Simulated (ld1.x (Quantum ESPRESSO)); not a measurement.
**F, RRKJ: configuration errors across variants**

ld1.x (Quantum ESPRESSO) 7.5 input, shortened:

```
&input
   title='F', zed=9., rel=1, dft='PBE', iswitch=3,
   config='[He] 2s2 2p5'
 /
 &inputp
   pseudotype=2, tm=.false., rho0=0.01, lloc=0,
   nlcc=.false.
 /
2
2P  2  1   5.00   0.00  1.35  1.35  0.0
2S  1  0   2.00   0.00  0.50  0.50  0.0
 &test
   configts(1)='2s2 2p5'
 /
```

All-electron excitation energies from the reference (eV): (1) 2s2 2p4 19.390; (2) 2s2 2p3 57.775; (3) 2s2 2p2 118.413; (4) 2s1 2p5 38.493; (5) 2s1 2p6 18.814; (6) 2s2 2p5.3 -2.670; (7) 2s2 2p4.5 7.543.

Errors AE − PS in meV (a dash: test not solved or not reliable):

```csv
change,(1),(2),(3),(4),(5),(6),(7),bound ghosts
base,+20,+205,+893,-36,+49,+0.4,+2.2,none
wave 2s (bound): rc 0.50 bohr becomes 2s (bound): rc 0.34 bohr,+35,+317,+1309,+9.2,+119,+0.9,+4.9,not determined
wave 2s (bound): rc 0.50 bohr becomes 2s (bound): rc 0.42 bohr,+22,+222,+958,-14,+82,+0.5,+2.6,not determined
wave 2s (bound): rc 0.50 bohr becomes 2s (bound): rc 0.58 bohr,+18,+191,+852,-63,+14,+0.3,+1.8,none
wave 2s (bound): rc 0.50 bohr becomes 2s (bound): rc 0.66 bohr,+17,+189,+844,-65,+12,+0.3,+1.7,none
```

Question: Give the same row for: wave 2s (bound): rc 0.50 bohr becomes 2s (bound): rc 0.72 bohr.

Answer: +17, +190, +849, -65, +12, +0.3, +1.8; bound ghosts: none.
